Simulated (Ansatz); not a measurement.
Born–Oppenheimer molecular dynamics of H$_{11}$NO$_{3}$Si$_{4}$ (19 atoms, charge 0, multiplicity 1). It starts from a relaxed structure.

These are results of RKS PBE/STO-3G (Ansatz 0.2.0), not measurements.

| Property | Result |
| --- | --- |
| ensemble | NVT, Nosé–Hoover chain |
| time step | 1 fs |
| steps asked | 130 |
| set temperature | 300 K |
| thermostat | time constant 100 fs, chain length 3 |
| seed | 599311 |

First frame:

```xyz
19
Properties=species:S:1:pos:R:3
Si -0.230 -0.088 0.464
N -0.184 -0.153 2.245
H -0.627 0.729 2.630
H 0.818 -0.097 2.586
O 1.292 0.180 -0.255
Si 1.856 -1.112 -1.247
H 1.035 -1.356 -2.432
H 3.168 -0.662 -1.696
H 2.037 -2.374 -0.530
O -1.316 1.182 0.142
Si -1.887 1.321 -1.474
H -2.803 0.238 -1.833
H -2.612 2.583 -1.528
H -0.811 1.347 -2.465
O -0.726 -1.583 -0.180
Si -1.502 -2.675 0.900
H -0.586 -3.246 1.886
H -2.643 -2.084 1.598
H -1.987 -3.755 0.051
```

(1) How far do the bonds stretch over the last three quarters of this one trajectory? (Pairs bonded in most of those frames.)

## Answers

(1) 
| bond | mean (Å) | spread (Å) | shortest | longest |
| --- | --- | --- | --- | --- |
| Si1–N2 | 1.788 | 0.013 | 1.77 | 1.82 |
| Si1–O5 | 1.709 | 0.015 | 1.67 | 1.74 |
| Si1–O10 | 1.703 | 0.023 | 1.67 | 1.75 |
| Si1–O15 | 1.704 | 0.036 | 1.64 | 1.78 |
| N2–H3 | 1.061 | 0.016 | 1.03 | 1.09 |
| N2–H4 | 1.062 | 0.028 | 1.02 | 1.11 |
| O5–Si6 | 1.733 | 0.008 | 1.70 | 1.75 |
| Si6–H7 | 1.463 | 0.027 | 1.42 | 1.50 |
| Si6–H8 | 1.459 | 0.013 | 1.43 | 1.48 |
| Si6–H9 | 1.463 | 0.023 | 1.43 | 1.50 |
| O10–Si11 | 1.720 | 0.021 | 1.67 | 1.75 |
| Si11–H12 | 1.468 | 0.029 | 1.42 | 1.51 |
| Si11–H13 | 1.459 | 0.015 | 1.44 | 1.48 |
| Si11–H14 | 1.470 | 0.041 | 1.40 | 1.54 |
| O15–Si16 | 1.719 | 0.028 | 1.67 | 1.76 |
| Si16–H17 | 1.462 | 0.013 | 1.44 | 1.48 |
| Si16–H18 | 1.466 | 0.031 | 1.42 | 1.51 |
| Si16–H19 | 1.463 | 0.053 | 1.38 | 1.55 |

Mean temperature of the second half: 190 K. The conserved energy stayed within 0.81 meV per atom of its start (net change 0.62 meV per atom), so the integration is sound. The mean temperature of the second half is 37 % below the set value. A run of 0.13 ps of so small a system gives no equilibrium averages. Limits of this set-up: minimal basis.

Run time: 16 min on 1 thread of Arm Neoverse V1 (shared host), peak memory 0.14 GiB.
